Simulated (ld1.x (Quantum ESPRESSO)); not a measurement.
## PBEsol RRKJ dataset for fluorine (F), scalar-relativistic all-electron reference.

```
Element                 : fluorine
Generator               : ld1.x (Quantum ESPRESSO) 7.5
Type                    : norm-conserving RRKJ (Kleinman–Bylander form)
Functional              : PBEsol
Relativity              : scalar-relativistic
Frozen core             : [He]
Valence charge          : 7
Reference configuration : 2s2 2p5
Partial waves           : 2s (bound): rc 0.80 bohr; 2p (bound): rc 1.30 bohr; 3d channel at 0.45 Ry: rc 1.15 bohr
Local potential         : all-electron potential smoothed inside 0.95 bohr (lloc = -1)
Core correction         : none
rho0                    : 0.005
```

All-electron outer shells of the reference configuration (PBEsol, scalar-relativistic, ld1.x):

```tsv
shell	level (eV)	outermost node (bohr)	outermost maximum (bohr)
1s	-661.16	–	0.11
2s	-29.72	0.24	0.76
2p	-11.05	–	0.71
```

Calculated quality:

```
Cutoffs needed      : 160 Ry and 200 Ry (the cutoffs (Ry, on a coarse ladder) from which the occupation-weighted sum of valence levels, in a spherical-Bessel basis at the reference potential, stays within 10 and 1 mRy of its value at 400 Ry)
Ghost test          : no extra level below or beside the all-electron valence levels (s, p, d, f tested) (spherical-Bessel basis up to 400 Ry, 20 bohr box)
Configuration tests : 2 of 7 tests not solved or not reliable
```

Generation and tests took about 2.8 s on one core of a shared server CPU.
